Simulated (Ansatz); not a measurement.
**Molecular dynamics, step by step**

SnH$_{3}$S (SMILES [SH][SnH2+]) (charge +1), closed shell, CAM-B3LYP-D4/def2-SVPD (Ansatz 0.2.0). Settings (timestep in fs, temperature in K, friction in 1/fs; T counts 15 degrees of freedom, while the starting velocities carry no drift of the centre of mass, so T starts below the set value):

```yaml
hamiltonian: {xc: {name: CAM-B3LYP}, dispersion: d4}
md: {n_steps: 40, timestep: 0.75, temperature: 200, ensemble: nvt_langevin, seed: 975, friction: 0.05, initial_velocities: maxwell_boltzmann}
```

Start (the SMILES describes the start alone):

```json
{"atom": "S1", "x (Å)": "0.9448", "y (Å)": "-1.3723", "z (Å)": "0.7594"}
{"atom": "Sn2", "x (Å)": "-0.0189", "y (Å)": "0.4598", "z (Å)": "-0.3992"}
{"atom": "H3", "x (Å)": "-0.1403", "y (Å)": "-1.6302", "z (Å)": "1.5157"}
{"atom": "H4", "x (Å)": "-0.8643", "y (Å)": "0.3770", "z (Å)": "-1.9575"}
{"atom": "H5", "x (Å)": "0.0787", "y (Å)": "2.1657", "z (Å)": "0.0816"}
```

| step | time (fs) | potential energy less the start (meV) | kinetic energy (meV) | T (K) |
| --- | --- | --- | --- | --- |
| 0 | 0.00 | 0.0 | 103.4 | 160 |
| 2 | 1.50 | -25.0 | 164.4 | 254 |
| 4 | 3.00 | -84.1 | 205.5 | 318 |
| 6 | 4.50 | -121.0 | 176.1 | 272 |
| 8 | 6.00 | -118.6 | 201.2 | 311 |
| 10 | 7.50 | -107.1 | 179.8 | 278 |
| 12 | 9.00 | -113.9 | 205.4 | 318 |
| 14 | 10.50 | -135.1 | 195.9 | 303 |
| 16 | 12.00 | -135.7 | 177.1 | 274 |
| 18 | 13.50 | -118.3 | 114.3 | 177 |
| 20 | 15.00 | -106.8 | 85.0 | 131 |
| 22 | 16.50 | -118.1 | 94.0 | 145 |
| 24 | 18.00 | -142.4 | 80.4 | 124 |
| 26 | 19.50 | -159.3 | 146.2 | 226 |
| 28 | 21.00 | -169.2 | 141.0 | 218 |
| 30 | 22.50 | -194.1 | 177.5 | 275 |
| 32 | 24.00 | -225.6 | 212.6 | 329 |
| 34 | 25.50 | -240.6 | 241.1 | 373 |
| 36 | 27.00 | -237.6 | 235.2 | 364 |
| 38 | 28.50 | -235.1 | 198.0 | 306 |
| 40 | 30.00 | -250.2 | 219.8 | 340 |

Step 10, positions (Å) and forces (eV/Å):

```
atom       x       y       z      Fx      Fy      Fz
  S1   0.942  -1.368   0.747  -0.138  -0.278   0.115
 Sn2  -0.027   0.464  -0.402  -0.030  -0.932  -0.085
  H3  -0.136  -1.673   1.540   0.221   0.307  -0.211
  H4  -0.641   0.236  -1.942  -0.051  -0.078  -0.314
  H5   0.019   1.951   0.264  -0.001   0.981   0.495
```

Step 14, positions (Å) and forces (eV/Å):

```
atom       x       y       z      Fx      Fy      Fz
  S1   0.940  -1.367   0.743   0.072  -0.262  -0.081
 Sn2  -0.034   0.466  -0.404   0.073  -0.587   0.210
  H3  -0.125  -1.660   1.536   0.012   0.258   0.010
  H4  -0.569   0.153  -1.960  -0.040   0.098  -0.285
  H5  -0.002   1.930   0.380  -0.117   0.492   0.147
```

Step 18, positions (Å) and forces (eV/Å):

| atom | x | y | z | Fx | Fy | Fz |
| --- | --- | --- | --- | --- | --- | --- |
| S1 | 0.937 | -1.367 | 0.738 | -0.116 | -0.333 | 0.020 |
| Sn2 | -0.041 | 0.465 | -0.408 | 0.083 | 0.073 | 0.574 |
| H3 | -0.137 | -1.656 | 1.536 | 0.199 | 0.310 | -0.088 |
| H4 | -0.531 | 0.110 | -1.986 | 0.019 | 0.254 | -0.076 |
| H5 | -0.023 | 1.939 | 0.492 | -0.184 | -0.304 | -0.429 |

Last step (40):

S1  (0.929, -1.373, 0.758)
Sn2  (-0.066, 0.452, -0.422)
H3  (-0.123, -1.377, 1.656)
H4  (-0.338, 0.541, -2.115)
H5  (-0.330, 1.935, 0.408)
(Å)

The run took about 2.1 min on 2 CPU threads (shared host).
